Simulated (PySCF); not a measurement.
A structure optimised at B3LYP-D3(BJ)/def2-TZVP, used in a PySCF frequency run:

```xyz
9

B      0.2522     1.3582     0.0000
H     -0.3832     2.3680     0.0000
H      1.4464     1.3597     0.0000
N     -0.4183     0.1463     0.0000
C      0.1714    -1.1825     0.0000
H     -1.4276     0.1417     0.0000
H     -0.1262    -1.7507    -0.8853
H     -0.1262    -1.7507     0.8853
H      1.2558    -1.0883     0.0000
```
Charge 0, spin multiplicity 1.

Problem. Write its SMILES, formula and point group.

Solution. BNC, CH₆BN, Cs

Problem. What are its rotational constants (standard atomic weights)?

Solution. 45.956, 9.4550, 8.2460 GHz
